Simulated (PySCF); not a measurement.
# Reading the logs of faulty runs: C2H7OSi cation

Calculated results; nothing here was measured. They come from PySCF 2.14.0, an open-source quantum chemistry program, on an isolated molecule that a program drew, which may never have been made. The molecule is C2H7OSi cation (charge +1, singlet), drawn as the SMILES string `C[SiH+]CO`.

Each row is a Hartree-Fock (HF) and frozen-core CCSD(T) single point in the cc-pV(D+d)Z basis, meant for a local HF minimum. Run 1 is clean. Each other run has one planted mistake out of seven kinds, and not every kind appears here: one electron removed, one electron added, multiplicity raised by two, geometry at a saddle point, minimal basis STO-3G, one bond length entered in bohr, all coordinates scaled. The reference is restricted for singlets and unrestricted otherwise, and also for a bond in bohr. Adding or removing an electron swaps singlet and doublet. Electrons count all cores. HOMO and LUMO are orbital energies over both spins, the gradient is its largest component, and the lowest frequency (negative if imaginary) is given only where the gradient is small. Bond lengths are over the 10 bonds as drawn. T1 is the CCSD diagnostic: over 0.02 (restricted) or 0.045 (unrestricted) a single reference is doubtful.

Geometry of the clean run:
```xyz
11
C2H7OSi cation, angstrom
C    -0.8350   -0.7060    0.8246
Si   -0.2727   -1.0705   -0.8740
C     0.5018    0.1932   -1.9937
O     0.5389    1.3829   -1.2746
H    -0.3348   -1.3822    1.5263
H    -0.6303    0.3313    1.0876
H    -1.9100   -0.9072    0.8967
H    -0.4294   -2.4241   -1.4150
H    -0.0968    0.2456   -2.9144
H     1.4920   -0.1786   -2.2941
H     0.9253    2.0799   -1.7901
```

| run | electrons | basis functions | <S^2> | HOMO (eV) | LUMO (eV) | gradient (hartree/bohr) | lowest frequency (cm^-1) | mean bond (Å) | longest bond (Å) | T1 | HF (hartree) | CCSD(T) (hartree) | mistake |
|---|---|---|---|---|---|---|---|---|---|---|---|---|---|
| 1 | 40 | 100 | 0.000 | -17.36 | -4.79 | 4.3e-05 | 40 | 1.2969 | 1.858 | 0.0107 | -443.33953 | -443.95303 | no fault |
| 2 | 39 | 100 | 0.760 | -23.37 | -11.93 | 4.9e-02 | - | 1.2969 | 1.858 | 0.0238 | -442.80277 | -443.37902 | one electron removed |
| 3 | 40 | 31 | 0.000 | -14.97 | -2.26 | 6.1e-02 | - | 1.2969 | 1.858 | 0.0076 | -438.12766 | -438.35595 | minimal basis STO-3G |
| 4 | 40 | 100 | 2.014 | -12.73 | -8.64 | 1.3e-01 | - | 1.2969 | 1.858 | 0.0268 | -443.16907 | -443.78430 | multiplicity raised by two |
| 5 | 40 | 100 | 0.850 | -15.82 | -5.12 | 1.5e-02 | - | 1.4274 | 2.770 | 0.0369 | -443.22538 | -443.82744 | one bond length entered in bohr |
| 6 | 41 | 100 | 0.768 | -6.39 | 3.06 | 1.9e-02 | - | 1.2969 | 1.858 | 0.0099 | -443.54451 | -444.17507 | ? |

**Which mistake was planted in run 6, and what did it cost?**

It counts 41 electrons, one more than the clean run, at the same geometry and basis. So the mistake is: one electron added. Subtracting run 1 and multiplying by 627.51 kcal/mol a hartree, the energy moved by -128.6 kcal/mol in HF and -139.3 kcal/mol in CCSD(T).

